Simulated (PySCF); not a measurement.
## S²⁺: excitation energy

S²⁺ [Ne] 3s2 3p2 (3P) → S²⁺ [Ne] 3s2 3p1 4s1 (3P), as a difference of total energies. Calculation: PySCF 2.14, in x2c-TZVPPall with one added diffuse shell each of s, p, d type (6s6p4d1f, 51 functions); scalar relativity by spin-free X2C-1e. Correlated levels: valence: [Ne] frozen; valence and next inner shell: 1s2 frozen. The calculations carry no spin-orbit coupling.

| method | excitation energy (eV) |
| --- | --- |
| UHF | 17.883 |
| LDA | 17.814 |
| PBE | 17.855 |
| PBE0 | 18.016 |
| r2SCAN | 18.404 |
| M06-2X | 17.824 |
| B3LYP | 17.861 |
| TPSSh | 18.219 |
| PW91 | 17.892 |
| MP2 (valence) | 17.973 |
| SCS-MP2 (valence) | 17.952 |
| MP2 (valence and next inner shell) | 17.957 |
| SCS-MP2 (valence and next inner shell) | 17.938 |

How much does correlation contribute at MP2 (valence and next inner shell)?

17.957 − (17.883) = 0.074 eV, measured against UHF.

A first-order spin-orbit estimate (lowest level to lowest level, LS coupling) adds -0.007 eV.

The promoted electron is Rydberg-like, and one or two diffuse shells describe it only roughly, which tends to raise the upper state.
